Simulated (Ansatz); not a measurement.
The cluster Cr3N3. The state is a sextet with charge 0. Geometry r2SCAN-D4/def2-SVP; atoms count from 1.

```csv
atom,x (Å),y (Å),z (Å)
Cr1,-1.567,-1.716,0.069
Cr2,0.621,-0.062,0.900
Cr3,-0.783,0.360,-1.485
N4,-0.380,-1.459,1.310
N5,1.508,1.649,-0.058
N6,0.600,1.228,-0.738
```

The charge 0 sextet is spin-contaminated (final ⟨S²⟩ up to 13.01, 8.75 for a pure state). At PBE0-D4/def2-TZVP a doublet of charge 0 lies 0.59 eV below the sextet, each at its own geometry. The structure comes from a short search, and lower isomers may exist.

Estimate the Mulliken populations from the PBE0/def2-TZVP orbitals of Ansatz.


```csv
atom,charge (e),spin (α − β),d electrons
Cr1,0.42,4.71,4.64
Cr2,0.60,4.26,4.71
Cr3,0.50,-4.09,4.76
N4,-0.77,-0.87,–
N5,-0.37,0.72,–
N6,-0.38,0.27,–
```
Mulliken values depend strongly on the basis.

Where does the spin sit?

Summed by element: Cr 4.87, N 0.13, of 5 unpaired in all. Largest on single atoms: Cr1 4.71, Cr2 4.26, Cr3 -4.09.

And the Mayer bond orders between heavy atoms (over 0.3)?

Cr1–Cr3 0.58 (2.71 Å); Cr1–N4 1.33 (1.74 Å); Cr2–N4 1.23 (1.77 Å); Cr2–N5 0.48 (2.15 Å); Cr2–N6 0.41 (2.09 Å); Cr3–N6 0.73 (1.79 Å); N5–N6 1.75 (1.21 Å).
